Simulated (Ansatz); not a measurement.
C2H9GaN, doublet, at a GFN2-xTB geometry (such geometries of metal compounds can be far from the true shape) (the spin is typed, not shown lowest). Base run: HF/6-31G (Ansatz, a program for electronic structure).

Input for Ansatz:
Ansatz 0.2 input:
```yaml
crystal:
  periodic: [false, false, false]
  atoms:
    - {symbol: Ga, position_ang: [0.35565171, 0.12567504, 0.45849011]}
    - {symbol: C, position_ang: [1.05725161, 1.02823073, -1.36726847]}
    - {symbol: H, position_ang: [1.88170245, 0.47457811, -1.82071374]}
    - {symbol: H, position_ang: [1.40219734, 2.04652231, -1.17838924]}
    - {symbol: H, position_ang: [0.23567631, 1.07971697, -2.08591315]}
    - {symbol: C, position_ang: [-1.70779912, 0.52504554, 0.93187866]}
    - {symbol: H, position_ang: [-2.19629358, -0.32323370, 1.41539074]}
    - {symbol: H, position_ang: [-2.24749798, 0.75945946, 0.01096043]}
    - {symbol: H, position_ang: [-1.79289149, 1.38537280, 1.59821234]}
    - {symbol: N, position_ang: [-0.39654347, -1.79393875, -0.88360141]}
    - {symbol: H, position_ang: [-1.12887412, -1.35294866, -1.43124050]}
    - {symbol: H, position_ang: [-0.80548007, -2.58436714, -0.39589015]}
    - {symbol: H, position_ang: [0.30534776, -2.14311248, -1.52806115]}
basis:
  gaussian:
    orbitals: 6-31G
hamiltonian:
  xc: hf
magnetization: {spin_polarized: true, initial_magnetization: 1}
```

Each row names what was changed in the base input (with any setting that the change needs).

```tsv
change	E (Eh)	<S^2>	core-seconds (rough)
base	-2058.27707	0.755	2
functional = pbe; dispersion = d3bjatm	-2060.35431	0.751	3
functional = blyp; dispersion = d3bjatm	-2060.83476	0.751	4
functional = wB97M-V	-2060.64078	0.752	20
functional = pbe	-2060.34586	0.751	3
functional = r2scan	-2060.72706	0.752	6
functional = lc_wpbe	-2060.49547	0.753	5
functional = blyp; dispersion = d3bj	-2060.83478	0.751	4
functional = BHLYP	-2060.71720	0.754	4
functional = blyp	-2060.81665	0.751	3
functional = hse06	-2060.40489	0.752	5
functional = cam_b3lyp	-2060.86635	0.753	6
functional = SVWN5	-2056.54957	0.751	2
```

Absolute energies of different levels of theory aren't comparable as measures of quality.
